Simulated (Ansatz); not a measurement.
# Nudged elastic band run: H2OSSe

Input:

```yaml
crystal:
  periodic: [false, false, false]
  atoms:
    - { symbol: O, position_ang: [-1.203419, -1.023297, 0.119886] }
    - { symbol: S, position_ang: [-0.589272, 0.337048, 0.893043] }
    - { symbol: Se, position_ang: [1.598028, 0.3272, 0.516411] }
    - { symbol: H, position_ang: [-1.401962, -0.77339, -0.796814] }
    - { symbol: H, position_ang: [1.596615, 1.132449, -0.732535] }
basis:
  gaussian: { orbitals: def2-SVP }
hamiltonian:
  xc: b3lyp
neb:
  order_check: false
  images: 7
  f_tol: 0.05
  max_iterations: 60
  final_atoms:
    - { symbol: O, position_ang: [-1.37035172, -0.43679225, -0.41847558] }
    - { symbol: S, position_ang: [-0.54653195, 0.30347278, 0.8463963] }
    - { symbol: Se, position_ang: [1.61036639, 0.16206293, 0.34119905] }
    - { symbol: H, position_ang: [-1.38479583, -1.39111386, -0.24066331] }
    - { symbol: H, position_ang: [1.69130311, 1.3623804, -0.52846547] }
  initial_path:
    images:
      - { positions_ang: [[-1.203419, -1.023297, 0.119886], [-0.589272, 0.337048, 0.893043], [1.598028, 0.3272, 0.516411], [-1.401962, -0.77339, -0.796814], [1.596615, 1.132449, -0.732535]] }
      - { positions_ang: [[-1.26970028, -0.93069899, 0.09758443], [-0.58103175, 0.33429827, 0.92233058], [1.56422866, 0.27426256, 0.45968679], [-1.28436038, -0.8376739, -0.76639193], [1.57085376, 1.15982206, -0.71321887]] }
      - { positions_ang: [[-1.33598156, -0.83810097, 0.07528286], [-0.5727915, 0.33154855, 0.95161816], [1.53042931, 0.22132511, 0.40296258], [-1.16675877, -0.90195781, -0.73596986], [1.54509251, 1.18719512, -0.69390274]] }
      - { positions_ang: [[-1.40226284, -0.74550296, 0.05298129], [-0.56455125, 0.32879882, 0.98090574], [1.49662997, 0.16838767, 0.34623838], [-1.04915715, -0.96624171, -0.70554779], [1.51933127, 1.21456818, -0.67458661]] }
      - { positions_ang: [[-1.46854412, -0.65290495, 0.03067971], [-0.556311, 0.3260491, 1.01019331], [1.46283063, 0.11545023, 0.28951417], [-0.93155554, -1.03052562, -0.67512571], [1.49357003, 1.24194124, -0.65527048]] }
      - { positions_ang: [[-1.44399602, -0.59887677, -0.08160911], [-0.55386624, 0.32040502, 0.96924406], [1.49971457, 0.12710341, 0.30243539], [-1.04486561, -1.12067268, -0.56651011], [1.5430033, 1.27205103, -0.62356923]] }
      - { positions_ang: [[-1.41944792, -0.5448486, -0.19389793], [-0.55142147, 0.31476094, 0.92829481], [1.53659851, 0.13875658, 0.31535661], [-1.15817568, -1.21081974, -0.45789451], [1.59243657, 1.30216082, -0.59186797]] }
      - { positions_ang: [[-1.39489982, -0.49082043, -0.30618675], [-0.54897671, 0.30911686, 0.88734555], [1.57348245, 0.15040976, 0.32827783], [-1.27148575, -1.3009668, -0.34927891], [1.64186984, 1.33227061, -0.56016672]] }
      - { positions_ang: [[-1.37035172, -0.43679225, -0.41847558], [-0.54653195, 0.30347278, 0.8463963], [1.61036639, 0.16206293, 0.34119905], [-1.38479583, -1.39111386, -0.24066331], [1.69130311, 1.3623804, -0.52846547]] }
```

Command:

```bash
$ ansatz run input.yaml --threads 1 --pin off --max-ram 2048MiB --backend cpu --events-out ev --progress --plain --runs-dir out
```

Output, in part (warnings, iteration lines, the closing report on the highest movable image, with atoms numbered from 0):

```
NEB end point (image 0): max|allowed force component| = 1.124e-2 eV/Å (the criterion of neb.relax_end_points is 1.000e-2)
NEB end point (image 8): max|allowed force component| = 8.273e-3 eV/Å (the criterion of neb.relax_end_points is 1.000e-2)
NEB iter   1: max|band force component| = 2.003e1 eV/Å  barrier→ = 2.0283 eV  barrier← = 2.0436 eV  Δτ_max = 0.1853 Å  (239 SCF iters)
NEB iter   2: max|band force component| = 1.159e0 eV/Å  barrier→ = 0.2875 eV  barrier← = 0.3027 eV  Δτ_max = 0.1908 Å  (210 SCF iters)
NEB iter   3: max|band force component| = 7.803e-1 eV/Å  barrier→ = 0.2587 eV  barrier← = 0.2739 eV  Δτ_max = 0.0997 Å  (193 SCF iters)
NEB iter   4: max|band force component| = 3.446e-1 eV/Å  barrier→ = 0.2431 eV  barrier← = 0.2583 eV  CI = image 4  Δτ_max = 0.0832 Å  (191 SCF iters)
NEB iter   5: max|band force component| = 3.107e-1 eV/Å  barrier→ = 0.2500 eV  barrier← = 0.2653 eV  CI = image 4  Δτ_max = 0.0236 Å  (199 SCF iters)
NEB iter   6: max|band force component| = 2.171e-1 eV/Å  barrier→ = 0.2498 eV  barrier← = 0.2650 eV  CI = image 4  Δτ_max = 0.0191 Å  (187 SCF iters)
NEB iter   7: max|band force component| = 9.758e-2 eV/Å  barrier→ = 0.2491 eV  barrier← = 0.2643 eV  CI = image 4  Δτ_max = 0.0102 Å  (182 SCF iters)
NEB iter   8: max|band force component| = 5.078e-2 eV/Å  barrier→ = 0.2488 eV  barrier← = 0.2640 eV  CI = image 4  Δτ_max = 0.0050 Å  (174 SCF iters)
NEB iter   9: max|band force component| = 3.140e-2 eV/Å  barrier→ = 0.2487 eV  barrier← = 0.2639 eV  CI = image 4  Δτ_max = 0.0000 Å  (355 SCF iters)
Total energy: -78252.04734813 eV, -2875.7096989010 hartree
Atom 0 at    -1.507561    -0.662033     0.010957 Å, force     0.004913     0.000303    -0.000163 eV/Å
Atom 1 at    -0.559882     0.314729     1.042472 Å, force     0.009444    -0.003174    -0.006849 eV/Å
Atom 2 at     1.505509     0.132667     0.315257 Å, force    -0.014239     0.004676    -0.001114 eV/Å
Atom 3 at    -0.929465    -1.020030    -0.681657 Å, force    -0.002106     0.001336     0.003735 eV/Å
Atom 4 at     1.491389     1.234678    -0.687038 Å, force     0.001988    -0.003141     0.004391 eV/Å
Dipole moment:     0.380040     0.058629    -0.268336 e Å
```

The forces met the threshold. A vibrational analysis at the climbing image gives one clearly imaginary mode, 463i cm⁻¹: a first-order saddle point.

Final band (atoms are numbered from 1 in the order of the input):

```tsv
image	path coordinate (Å)	energy (eV)	dihedral H4–O1–S2–Se3 (°)
0	0.00	0.000	-87
1	0.22	0.025	-71
2	0.44	0.098	-52
3	0.66	0.198	-29
4	0.89	0.249	-4
5	1.15	0.183	26
6	1.40	0.074	51
7	1.66	0.007	71
8	1.92	-0.015	84
```

The run took 2.6 min on 1 thread of Arm Neoverse V2 (shared host), peak memory 0.25 GiB.
